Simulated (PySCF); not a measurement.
Species: C₆H₈FN.
SMILES with atom numbers: `[H]/[N:1]=[CH:2]/[C@@H:3]1[C@@H:4]([F:5])[C:6]12[CH2:7][CH2:8]2` (hydrogens: H9 on N1; H10 on C2; H11 on C3; H12 on C4; H13, H14 on C7; H15, H16 on C8)

Geometry (PBE0-D3(BJ)/def2-SVP, Å), atoms numbered from 1 in this order:
```
atom  x, y, z in Å
N1     2.9504   -0.1389    0.5732
C2     1.9387   -0.1617   -0.1924
C3     0.6307   -0.6632    0.2673
C4    -0.2973   -1.3672   -0.7095
F5    -1.0002   -2.4283   -0.2485
C6    -0.6351   -0.0348   -0.2270
C7    -1.8068    0.6274    0.3773
C8    -1.0732    1.2651   -0.7826
H9     3.7612    0.2423    0.0776
H10    1.9562    0.1973   -1.2425
H11    0.6197   -1.0555    1.2894
H12    0.0374   -1.5130   -1.7440
H13   -1.6900    1.0768    1.3675
H14   -2.7890    0.1855    0.1860
H15   -1.5613    1.2729   -1.7618
H16   -0.4565    2.1439   -0.5714
```

All values: PBE0/def2-SVPD (PySCF, non-relativistic), on one gas-phase PBE0-D3(BJ)/def2-SVP geometry that isn't relaxed in the solvent. The solvent is an IEF-PCM continuum (Bondi radii, 1.10 Å for H, scaled by 1.2). The model holds no explicit solvent molecules, cavitation or dispersion.

Gas phase at PBE0/def2-SVPD: HOMO -7.72 eV, LUMO -0.41 eV, dipole 3.01 D.

Q: What does the continuum do to the energy, the frontier levels and the dipole at PBE0/def2-SVPD in cyclohexane and dimethylsulfoxide?

A: 
```csv
solvent,ε,E(solvent) − E(gas) (kcal/mol),polarisation term (kcal/mol),distortion of the solute (kcal/mol),HOMO (eV),LUMO (eV),dipole (D)
cyclohexane,2.017,-2.75,-2.95,0.20,-7.74,-0.38,3.38
dimethylsulfoxide,46.83,-7.26,-8.83,1.57,-7.79,-0.37,4.12
```

The first energy column is the sum of the next two and covers electrostatics alone. The atom shares or the degeneracy of the HOMO differ from the gas phase in dimethylsulfoxide, so that column needn't follow one orbital. From cyclohexane to dimethylsulfoxide the lowering changes by a factor 2.64, Onsager's factor (ε − 1)/(2ε + 1) by 2.40 and ε itself by 23.2.

Q: Which radius a makes the point-dipole formula ΔE = −[(ε − 1)/(2ε + 1)]·μ²/a³ give the value in dimethylsulfoxide, with the gas-phase dipole?

A: μ = 1.185 au and |ΔE| = 0.01156 Eh give a = 2.06 Å; the farthest nucleus lies 3.74 Å from the centroid of the nuclei, so such a sphere wouldn't even hold the nuclei. The formula assumes a rigid point dipole at the centre of a sphere.

Q: Give the dipole vector in the frame of the coordinates (D, pointing from negative to positive charge), gas and dimethylsulfoxide.

A: Gas (-0.51, 2.02, -2.18), solvent (-0.71, 2.58, -3.12). Its length changes by +37 % and its direction by 3°.

Q: How does the static polarisability (PBE0/def2-SVPD, frozen core, with the continuum's full static response) change?

A: 
```tsv
medium	isotropic (au)	principal values (au)	⟨r²⟩ of the electrons (bohr²)
gas	77.5	66.7, 70.6, 95.2	1034.1
cyclohexane	86.7	74.7, 78.9, 106.5	1034.2
dimethylsulfoxide	104.0	91.5, 95.5, 125.1	1034.5
```

The isotropic value in dimethylsulfoxide is 1.34 times the gas-phase one; no cavity-field correction is applied. ⟨r²⟩ is taken about the centre of nuclear charge.
